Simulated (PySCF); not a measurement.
S: excitation energy

S [Ne] 3s2 3p4 (3P) → S [Ne] 3s2 3p3 4s1 (5S), as a difference of total energies. Computed with PySCF 2.14 in aug-cc-pV(5+d)Z (8s7p6d4f3g2h, 136 functions), with no relativity, point nucleus. Correlated levels: valence: [Ne] frozen. The calculations carry no spin-orbit coupling.

```
           method  excitation energy (eV)  error (eV)
              UHF                   5.917      -0.583
              LDA                   6.683      +0.183
              PBE                   6.641      +0.141
             PBE0                   6.692      +0.192
           r2SCAN                   6.806      +0.306
             MN15                   6.853      +0.353
          r2SCAN0                   6.773      +0.273
          wB97X-V                   7.047      +0.547
    MP2 (valence)                   6.513      +0.013
SCS-MP2 (valence)                   6.740      +0.240
```

Reference: 6.500 eV (measured; NIST levels, between the centres of gravity of the two terms).

The promoted electron is Rydberg-like, and one or two diffuse shells describe it only roughly, which tends to raise the upper state.
